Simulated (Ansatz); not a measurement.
Consider the cleavage of the B–Ge bond: `FC[BH][GeH2][AlH2]` + HI → `FCBI` + `[AlH2][GeH3]`.

Gas-phase electronic energies from Ansatz, PBE0-D4/def2-TZVP geometries. CCSD(T)/CBS is the MP2 limit (def2-TZVPP, def2-QZVPP) plus CCSD(T) − MP2 in def2-TZVPP, frozen cores. DFT in def2-TZVPP. B3LYP here is the variant with VWN-RPA as its local correlation; programs differ in this. def2 core potentials past Kr. For Ge, I outer-core shells are correlated without core-valence functions, which leaves a few kJ/mol of doubt a bond. Scalar relativity is left out up to krypton. One conformer a species, not always the lowest.

`FC[BH][GeH2][AlH2]`:

Z-matrix (Å, degrees):
```
C
B 1 1.551
F 1 1.389 2 115.4
H 1 1.102 2 108.3 3 121.2
H 1 1.100 2 111.6 3 -123.7
Ge 2 2.046 1 120.2 3 172.5
H 2 1.195 1 120.2 3 -4.5
Al 6 2.484 2 107.6 1 -97.2
H 6 1.545 2 112.0 1 21.5
H 6 1.540 2 111.4 1 142.5
H 8 1.586 6 121.1 2 -103.0
H 8 1.588 6 119.0 2 75.8
```

HI:

Cartesian coordinates in Å:
```
I 0.060 -0.097 0.797
H -0.060 0.097 -0.797
```

`FCBI`:

Z-matrix (Å, degrees):
```
C
B 1 1.553
F 1 1.379 2 116.6
H 1 1.101 2 108.6 3 122.9
H 1 1.101 2 108.6 3 -122.9
I 2 2.099 1 122.4 3 0.0
H 2 1.191 1 119.6 3 -180.0
```

`[AlH2][GeH3]`:

Z-matrix (Å, degrees):
```
Ge
Al 1 2.477
H 1 1.541 2 113.1
H 1 1.544 2 110.3 3 -118.9
H 1 1.541 2 113.2 3 122.2
H 2 1.588 1 120.3 3 30.1
H 2 1.588 1 120.3 3 -151.0
```

| level | ΔE (kcal/mol) |
| --- | --- |
| B3LYP | -16.6 |
| CCSD(T)/def2-TZVPP | -16.6 |
| MP2/def2-QZVPP | -18.5 |
| CCSD/CBS(def2) | -16.5 |

(1) What does CCSD(T)/CBS give? (Best estimate.)

Largest T1 diagnostic among the species: 0.013.

Results:

(1) Computed: -16.7 kcal/mol. The listed levels differ from it by 0.1, 0.1, -1.8, 0.2 kcal/mol.
